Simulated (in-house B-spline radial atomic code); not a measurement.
**Removing one electron from Pm⁴³⁺**

Closed shell [Ne] 3s2 3p6. Computed with a B-spline radial code for spherical atoms: Koopmans values of Dirac-Hartree-Fock plus a diagonal self-energy, in second order or with its direct term screened (direct RPA, with the hole-particle interaction, or full time-dependent Hartree-Fock), linearised in energy; no-pair Dirac-Coulomb Hamiltonian, finite nucleus. Shifts add to the Koopmans value (the ΔSCF shift is orbital relaxation alone); the final value takes TDHF screening with Breit and QED.

Command:
```bash
python run_mb.py task.json out
```
Settings (nuclear radius in fm, box in bohr, cutoff in hartree):
```
basis_form          2
Z                   61
core_configuration  [Ne] 3s2 3p6
rms_radius          4.962
mass_number         145
speed_of_light      137.036
box_radius          2.807
lmax                7
intervals           57
virtual_cutoff      14884.0
```

Time taken, with all properties: 7.1 s on 1 thread of Arm Neoverse V1, with other jobs on the host.

Energies in eV:

```json
{"subshell": "3p3/2", "Koopmans": "3522.97", "ΔSCF shift": "-1.046", "second order": "?", "direct RPA": "?", "hole-particle": "?", "TDHF": "?", "Breit + QED": "?", "final": "?"}
{"subshell": "3p1/2", "Koopmans": "3663.76", "ΔSCF shift": "-1.188", "second order": "0.671", "direct RPA": "0.722", "hole-particle": "0.389", "TDHF": "0.434", "Breit + QED": "-4.744", "final": "3659.45"}
```

What does the self-energy do to 3p3/2?

It shifts the removal energy by 1.455 eV in second order, 1.135 with direct RPA, 1.177 with the hole-particle term and 1.267 with TDHF screening (quasi-particle weight 0.993); Breit and QED add -3.155 eV. The final value is 3521.08 eV, against 3519 ± 4 eV (NIST, tabulated theory).
